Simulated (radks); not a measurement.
The numbers below are computed, except where a source is named.
Ionisation of neutral terbium, [Xe] 4f9 6s2, to Tb+, [Xe] 4f9 6s1, under several functionals. Non-relativistic Kohn-Sham, spin-polarised, spherical densities, point nucleus; open shells are filled with parallel spins first (spin-orbit coupling, left out, can overturn this in heavy ions); a radial shooting solver on a logarithmic mesh with Libxc functionals.

[
 {"functional": "B86b exchange with PBE correlation", "E(Tb) (hartree)": "-11230.6962", "Exc (hartree)": "-246.8719", "IE (eV)": "5.510", "-e(HOMO) (eV)": "3.422", "<r> HOMO (bohr)": "4.475", "IE error (eV)": "-0.354"},
 {"functional": "Tao-Mo meta-GGA", "E(Tb) (hartree)": "-11228.5307", "Exc (hartree)": "-244.6720", "IE (eV)": "5.322", "-e(HOMO) (eV)": "3.375", "<r> HOMO (bohr)": "4.540", "IE error (eV)": "-0.542"},
 {"functional": "AM05", "E(Tb) (hartree)": "-11223.2697", "Exc (hartree)": "-239.3799", "IE (eV)": "5.413", "-e(HOMO) (eV)": "3.360", "<r> HOMO (bohr)": "4.479", "IE error (eV)": "-0.451"},
 {"functional": "SOGGA", "E(Tb) (hartree)": "-11225.7975", "Exc (hartree)": "-241.9247", "IE (eV)": "5.372", "-e(HOMO) (eV)": "3.344", "<r> HOMO (bohr)": "4.490", "IE error (eV)": "-0.492"},
 {"functional": "RPBE", "E(Tb) (hartree)": "-11230.1296", "Exc (hartree)": "-246.3000", "IE (eV)": "5.477", "-e(HOMO) (eV)": "3.363", "<r> HOMO (bohr)": "4.534", "IE error (eV)": "-0.387"},
 {"functional": "exchange-only r2SCAN", "E(Tb) (hartree)": "-11226.4602", "Exc (hartree)": "-242.6296", "IE (eV)": "4.485", "-e(HOMO) (eV)": "2.257", "<r> HOMO (bohr)": "0.9017", "IE error (eV)": "-1.379"},
 {"functional": "XLYP", "E(Tb) (hartree)": "-11231.2152", "Exc (hartree)": "-247.3864", "IE (eV)": "5.553", "-e(HOMO) (eV)": "3.273", "<r> HOMO (bohr)": "4.462", "IE error (eV)": "-0.311"},
 {"functional": "exchange-only B88", "E(Tb) (hartree)": "-11227.1181", "Exc (hartree)": "-243.2446", "IE (eV)": "4.779", "-e(HOMO) (eV)": "2.816", "<r> HOMO (bohr)": "4.594", "IE error (eV)": "-1.084"},
 {"functional": "revPBE", "E(Tb) (hartree)": "-11230.0283", "Exc (hartree)": "-246.1978", "IE (eV)": "5.437", "-e(HOMO) (eV)": "3.369", "<r> HOMO (bohr)": "4.516", "IE error (eV)": "-0.426"},
 {"functional": "TASK exchange with Perdew-Wang LDA correlation", "E(Tb) (hartree)": "-11228.2177", "Exc (hartree)": "-244.4585", "IE (eV)": "4.829", "-e(HOMO) (eV)": "3.410", "<r> HOMO (bohr)": "0.8845", "IE error (eV)": "-1.035"}
]

NIST Atomic Spectra Database: 5.864 eV (measured). Closest: XLYP. The Delta-SCF values span 1.07 eV, the total energies 7.95 hartree. The highest occupied level is 6s. Relativity is left out here, which matters for elements this heavy. Open shells are spherical and high-spin; term and fine-structure splittings are not resolved.
